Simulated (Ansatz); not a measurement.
Ansatz (an electronic-structure program) input file for C2H7NSi2, SMILES C(#N)C[SiH2][SiH3], PBE/def2-SVPD. Coordinates come from a B3LYP-D3(BJ)/def2-SVP optimisation. This is a generated structure with no PubChem entry under its InChIKey; it may be hypothetical. One conformer was computed; it need not be the lowest.

Ansatz 0.2 input:
```yaml
crystal:
  periodic: [false, false, false]
  atoms:
    - {symbol: N, position_ang: [2.27706614, -1.31419074, 0.81380056]}
    - {symbol: C, position_ang: [1.71766458, -0.30025174, 0.87751677]}
    - {symbol: C, position_ang: [0.96569405, 0.94348348, 0.90258350]}
    - {symbol: Si, position_ang: [-0.29391425, 1.05100061, -0.54843483]}
    - {symbol: Si, position_ang: [-1.67556168, -0.85070648, -0.54456624]}
    - {symbol: H, position_ang: [1.65617863, 1.80139214, 0.85000413]}
    - {symbol: H, position_ang: [0.41593583, 1.02244523, 1.85525117]}
    - {symbol: H, position_ang: [-1.08296413, 2.30156625, -0.34382725]}
    - {symbol: H, position_ang: [0.46856815, 1.16344059, -1.82454588]}
    - {symbol: H, position_ang: [-2.28635067, -1.00477533, 0.80909141]}
    - {symbol: H, position_ang: [-2.76308312, -0.68407914, -1.55255112]}
    - {symbol: H, position_ang: [-0.87523644, -2.06416262, -0.86861313]}
basis:
  gaussian:
    orbitals: def2-SVPD
hamiltonian:
  xc: {name: PBE}
```

It prints:

```
WARN ansatz: RAYON_NUM_THREADS=1 ignored (pool sized by the plan → 1); use --threads N
Functional definition: PBE
integrals: 0.10 GiB planned
1417 factors; their error is unknown
mean field: 0.65 GiB planned
mean field evaluation 1: about -19405.1304 eV, gradient 5.4e1 eV
mean field evaluation 2: about -19392.4479 eV, gradient 8.6e1 eV
mean field evaluation 4: about -19412.1840 eV, gradient 6.6e0 eV
mean field evaluation 8: about -19412.3148 eV, gradient 1.3e-1 eV
mean field evaluation 16: about -19412.2652 eV, gradient 1.9e-4 eV
mean field -19412.26519131 eV, -713.3875876748 hartree, gradient 1.0e-5 eV, S^2 0.000000; 0 other end points of the search recorded, 0 dependent functions left out
reference -19412.26524413 eV, -713.3875896157 hartree; 27, 27 occupied and 137, 137 virtual orbitals, 1417 factors
Total energy: -19412.26524413 eV, -713.3875896157 hartree
```

The run converged.

Cost: about 3 core-seconds (a rough figure).
